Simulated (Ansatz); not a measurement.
Basis sets compared for the cluster B₆⁺. The state is a doublet with charge 1. Geometry r2SCAN-D4/def2-SVP. Ansatz on 4 threads of Arm Neoverse V2 on a shared host; times are rough, and most runs start from earlier orbitals.

```xyz
6

B    -0.3499    0.2824    0.8676
B     1.0700    0.9490   -0.1953
B     0.5825    1.5840    1.1667
B    -0.6461   -1.5289   -1.2064
B     0.2986   -0.2378   -0.8992
B    -0.9551   -1.0486    0.2667
```

At PBE-D4/def2-SVP, PBE-D4/def2-TZVP, PBE0-D4/def2-SVP, PBE0-D4/def2-TZVP the charge 1 doublet is spin-contaminated (final ⟨S²⟩ up to 0.94, 0.75 for a pure state). The structure comes from a short search, and lower isomers may exist.

| level | functions | energy (Eh) | HOMO (eV) | LUMO (eV) | wall time |
| --- | --- | --- | --- | --- | --- |
| PBE-D4/def2-SVP | 84 | -148.1439 | -12.00 | -11.31 | 0.96 s |
| PBE0-D4/def2-SVP | 84 | -148.1571 | -13.02 | -10.48 | 1.1 s |

Question: Estimate the rows for PBE-D4/def2-TZVP, PBE0-D4/def2-TZVP.

Answer: 
```json
{"level": "PBE-D4/def2-TZVP", "functions": "186", "energy (Eh)": "-148.2983", "HOMO (eV)": "-11.99", "LUMO (eV)": "-11.25", "wall time": "2.2 s"}
{"level": "PBE0-D4/def2-TZVP", "functions": "186", "energy (Eh)": "-148.3115", "HOMO (eV)": "-13.01", "LUMO (eV)": "-10.41", "wall time": "3 s"}
```
